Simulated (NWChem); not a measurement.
Species: C3H5 cation

```xyz
8

C     -1.1916     0.0000     0.2073
C      0.0000     0.0000    -0.4986
C      1.1916     0.0000     0.2073
H     -2.1547     0.0000    -0.3009
H     -1.2062     0.0000     1.2964
H      0.0000     0.0000    -1.5852
H      2.1547     0.0000    -0.3009
H      1.2062     0.0000     1.2964
```
Atoms are numbered in this order, from 1.

Geometry: optimised at B3LYP/6-31G* (spherical d).

### Question
Give the principal values of the shielding tensors (ppm) of C1, C2 from PBE/pcSseg-1, GIAO (NWChem), with their diamagnetic and paramagnetic parts as GIAO splits them.

### Answer
```
atom     σ11     σ22    σ33  isotropic  diamagnetic  paramagnetic
----  ------  ------  -----  ---------  -----------  ------------
C1    -169.4  -160.0  149.5      -60.0        254.7        -314.7
C2     -84.3   -19.8  168.7       21.5        256.3        -234.8
```
